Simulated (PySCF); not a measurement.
SMILES SCC[SeH] (C2H6SSe) at its B3LYP/def2-SVP optimised geometry (Å):

```
10

S      1.5207    -1.5298    -0.1468
C      0.7946     0.1566     0.0000
C     -0.7274     0.1566     0.0000
Se    -1.5207     1.9753     0.0000
H      1.1315    -1.9753     1.0711
H      1.1821     0.7060    -0.8709
H      1.1974     0.6503     0.8973
H     -1.1185    -0.3157    -0.9129
H     -1.1347    -0.3958     0.8589
H     -1.0810     2.3072     1.3707
```

Calculation: B3LYP/def2-TZVP run with PySCF 2.14.0.

Map of the electrostatic potential (hartree/e), clipped to [-0.08, 0.12] on the plane z = 0.6 Å:

```
|...::::--:::......:::::::::|
|...::--==--:......:::::::::|
|...::=+##*=-:.....:::::::::|
|...:-+@@@@@+-:...::::::::::|
|....=@@@@@@@=:...::::::::::|
|   .=@@@@@@@#-:::::::::::::|
|   .+@@@@@@@@=-::::::::::::|
|    =@@@@@@@@+------:::::::|
|    -@@@@@@@@+==++=--::::::|
|    .*@@@@@@@#*%@@%+--:::::|
|    .-#@@@@@@@@@@@@%=-:::::|
|.   .:=#@@@@@@@@@@@@=-::...|
|.....:-*@@@@@@@@@@@%=::....|
|....::=#@@@@@@@@@@@#-:.....|
|...:::=%@@@@@@@@@@@#=:.  ..|
|.::::-=#@@@@@@@@@@@@*:    .|
|:::::--+@@@@#*%@@@@@@=     |
|::::::-=+**+=+#@@@@@@*.    |
|:::::::------=#@@@@@@%.    |
|:::::::::-::-=#@@@@@@#:    |
|:::::::::::::-+@@@@@@*:.  .|
|::::::::::::::=#@@@@%=:....|
|::::::::::::::-=*%%#+-:....|
|:::::::::::::::-====-::....|
|::::::::::::::::-----::....|
|:::::::::::::::::::::::....|
|::::::::::::::::::::::::...|
```
Scale: ten equal steps from -0.032 (start of ' ') to 0.120 (end of '@'), in the order ' .:-=+*#%@'; x runs from -4.00 to 4.00, y from -4.00 (bottom) to 4.00 (top).
